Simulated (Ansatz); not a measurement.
Isolated molecules relaxed with PBE0-D4/def2-TZVP in Ansatz; ΔE leaves out vibrations. CCSD(T)/CBS is the MP2 limit (def2-TZVPP, def2-QZVPP) plus CCSD(T) − MP2 in def2-TZVPP, frozen cores. This one scheme is used for every species. DFT in def2-TZVPP. B3LYP here is the variant with VWN-RPA as its local correlation; programs differ in this. HSE06 is defined as in plane-wave codes. For Ge outer-core shells are correlated without core-valence functions, which leaves a few kJ/mol of doubt a bond. Scalar relativity is left out up to krypton. Each species was taken in one conformer, which may not be the lowest.

`CO[SiH](C)[GeH3]` + HCl → `CO[SiH](Cl)[GeH3]` + CH₄  (ligand exchange at the Si–C bond)

`CO[SiH](C)[GeH3]`:

Cartesian coordinates in Å:
```
C -1.165 0.822 -1.880
O -1.126 -0.154 -0.867
Si 0.259 -0.572 -0.075
C -0.171 -1.980 1.060
Ge 1.151 1.285 1.139
H -2.176 0.849 -2.290
H -0.467 0.588 -2.692
H -0.923 1.817 -1.491
H 1.290 -0.992 -1.074
H 0.717 -2.323 1.597
H -0.919 -1.672 1.794
H -0.574 -2.819 0.488
H 1.433 2.498 0.232
H 2.483 0.900 1.811
H 0.188 1.752 2.248
```

HCl:

Z-matrix (Å, degrees):
```
Cl
H 1 1.279
```

`CO[SiH](Cl)[GeH3]`:

Cartesian coordinates in Å:
```
C -0.867 0.923 1.639
O -0.256 1.327 0.433
Si 0.914 0.463 -0.314
Cl 1.782 1.721 -1.678
Ge 0.043 -1.427 -1.472
H -1.513 0.051 1.488
H -1.480 1.750 1.999
H -0.123 0.680 2.406
H 1.957 0.073 0.674
H -0.736 -2.334 -0.501
H 1.186 -2.251 -2.085
H -0.909 -0.977 -2.590
```

CH₄:

Z-matrix (Å, degrees):
```
C
H 1 1.090
H 1 1.090 2 109.5
H 1 1.090 2 109.5 3 -120.0
H 1 1.090 2 109.5 3 120.0
```

```json
{"level": "LDA (SPW92)", "ΔE (kcal/mol)": "-22.5", "difference from CCSD(T)/CBS": "1.8"}
{"level": "PBE-D4", "ΔE (kcal/mol)": "-23.9", "difference from CCSD(T)/CBS": "0.4"}
{"level": "revPBE-D4", "ΔE (kcal/mol)": "-23.7", "difference from CCSD(T)/CBS": "0.6"}
{"level": "BLYP-D4", "ΔE (kcal/mol)": "-24.7", "difference from CCSD(T)/CBS": "-0.4"}
{"level": "r2SCAN-D4", "ΔE (kcal/mol)": "-25.1", "difference from CCSD(T)/CBS": "-0.8"}
{"level": "B97M-V", "ΔE (kcal/mol)": "-25.4", "difference from CCSD(T)/CBS": "-1.1"}
{"level": "B3LYP-D4", "ΔE (kcal/mol)": "-24.9", "difference from CCSD(T)/CBS": "-0.6"}
{"level": "r2SCANh-D4", "ΔE (kcal/mol)": "-25.1", "difference from CCSD(T)/CBS": "-0.8"}
{"level": "r2SCAN0-D4", "ΔE (kcal/mol)": "-25.1", "difference from CCSD(T)/CBS": "-0.8"}
{"level": "BHLYP-D4", "ΔE (kcal/mol)": "-25.8", "difference from CCSD(T)/CBS": "-1.5"}
{"level": "CAM-B3LYP-D4", "ΔE (kcal/mol)": "-24.6", "difference from CCSD(T)/CBS": "-0.3"}
{"level": "ωB97X-V", "ΔE (kcal/mol)": "-24.5", "difference from CCSD(T)/CBS": "-0.2"}
{"level": "ωB97M-V", "ΔE (kcal/mol)": "-24.5", "difference from CCSD(T)/CBS": "-0.2"}
{"level": "B2PLYP", "ΔE (kcal/mol)": "-25.2", "difference from CCSD(T)/CBS": "-0.9"}
{"level": "PBE-QIDH", "ΔE (kcal/mol)": "-24.7", "difference from CCSD(T)/CBS": "-0.4"}
{"level": "PBE", "ΔE (kcal/mol)": "-24.1", "difference from CCSD(T)/CBS": "0.2"}
{"level": "revPBE", "ΔE (kcal/mol)": "-24.5", "difference from CCSD(T)/CBS": "-0.2"}
{"level": "BLYP", "ΔE (kcal/mol)": "-25.2", "difference from CCSD(T)/CBS": "-0.9"}
{"level": "r2SCAN", "ΔE (kcal/mol)": "-25.2", "difference from CCSD(T)/CBS": "-0.9"}
{"level": "B3LYP", "ΔE (kcal/mol)": "-25.2", "difference from CCSD(T)/CBS": "-0.9"}
{"level": "r2SCANh", "ΔE (kcal/mol)": "-25.2", "difference from CCSD(T)/CBS": "-0.9"}
{"level": "r2SCAN0", "ΔE (kcal/mol)": "-25.2", "difference from CCSD(T)/CBS": "-0.9"}
{"level": "HSE06", "ΔE (kcal/mol)": "-24.4", "difference from CCSD(T)/CBS": "-0.1"}
{"level": "BHLYP", "ΔE (kcal/mol)": "-25.8", "difference from CCSD(T)/CBS": "-1.5"}
{"level": "LC-ωPBE", "ΔE (kcal/mol)": "-23.9", "difference from CCSD(T)/CBS": "0.4"}
{"level": "HF/def2-SVP", "ΔE (kcal/mol)": "-26.1", "difference from CCSD(T)/CBS": "-1.8"}
{"level": "MP2/def2-SVP", "ΔE (kcal/mol)": "-24.0", "difference from CCSD(T)/CBS": "0.3"}
{"level": "CCSD/def2-SVP", "ΔE (kcal/mol)": "-23.4", "difference from CCSD(T)/CBS": "0.9"}
{"level": "CCSD(T)/def2-SVP", "ΔE (kcal/mol)": "-23.2", "difference from CCSD(T)/CBS": "1.1"}
{"level": "HF/def2-TZVPP", "ΔE (kcal/mol)": "-26.9", "difference from CCSD(T)/CBS": "-2.6"}
{"level": "MP2/def2-TZVPP", "ΔE (kcal/mol)": "-24.7", "difference from CCSD(T)/CBS": "-0.4"}
{"level": "SCS-MP2/def2-TZVPP", "ΔE (kcal/mol)": "-24.7", "difference from CCSD(T)/CBS": "-0.4"}
{"level": "CCSD/def2-TZVPP", "ΔE (kcal/mol)": "-23.6", "difference from CCSD(T)/CBS": "0.7"}
{"level": "CCSD(T)/def2-TZVPP", "ΔE (kcal/mol)": "-23.4", "difference from CCSD(T)/CBS": "0.9"}
{"level": "HF/def2-QZVPP", "ΔE (kcal/mol)": "-27.0", "difference from CCSD(T)/CBS": "-2.7"}
{"level": "MP2/def2-QZVPP", "ΔE (kcal/mol)": "-25.2", "difference from CCSD(T)/CBS": "-0.9"}
{"level": "SCS-MP2/def2-QZVPP", "ΔE (kcal/mol)": "-25.2", "difference from CCSD(T)/CBS": "-0.9"}
{"level": "HF/CBS(def2)", "ΔE (kcal/mol)": "-27.0", "difference from CCSD(T)/CBS": "-2.7"}
{"level": "MP2/CBS(def2)", "ΔE (kcal/mol)": "-25.5", "difference from CCSD(T)/CBS": "-1.2"}
{"level": "CCSD/CBS(def2)", "ΔE (kcal/mol)": "-24.4", "difference from CCSD(T)/CBS": "-0.1"}
{"level": "CCSD(T)/CBS", "ΔE (kcal/mol)": "-24.3", "difference from CCSD(T)/CBS": "0"}
```

Largest T1 diagnostic among the species: 0.012.

In def2-TZVPP, CCSD(T) changes the Hartree–Fock value by +3.5 kcal/mol (the triples alone add +0.1 kcal/mol) and MP2 by +2.2 kcal/mol. Leaving LDA and LC-ωPBE aside and taking each functional with its dispersion term where it has one, the values spread over 2.1 kcal/mol, from BHLYP-D4 to revPBE-D4. LDA lies +1.6 kcal/mol from PBE without D4. At CCSD(T), def2-SVP lies +1.1 kcal/mol from the extrapolated value and def2-TZVPP +0.9 kcal/mol.
